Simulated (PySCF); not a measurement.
Series Al-XY, Y = silyl, computed as singlets and as triplets. Gas-phase values, no solvent. One relaxed conformer stands for each flexible species; it need not be the lowest. Strings in code marks are SMILES.

B3LYP has the VWN-RPA correlation part, as in Gaussian. 

A: X = vinyl, multiplicity 1 (`C=[CH][Al-][SiH3]` (lower singlet; C–C–Al–Si torsion 126°))
B: X = silyl, multiplicity 1 (`[SiH3][Al-][SiH3]` (lower singlet))
C: X = H, multiplicity 1 (`[AlH-][SiH3]` (lower singlet))
D: X = cyano, multiplicity 1 (`[SiH3][Al-][C]#N` (lower singlet))
E: X = isocyano, multiplicity 1 (`[C-]#[N+][Al-][SiH3]` (lower singlet))

Q: Rank these by HOMO (lowest first), as B3LYP-D3(BJ)/def2-TZVPD run with PySCF gives it.

A: D (-0.77 eV), E (-0.65 eV), B (-0.61 eV), A (-0.16 eV), C (-0.05 eV)
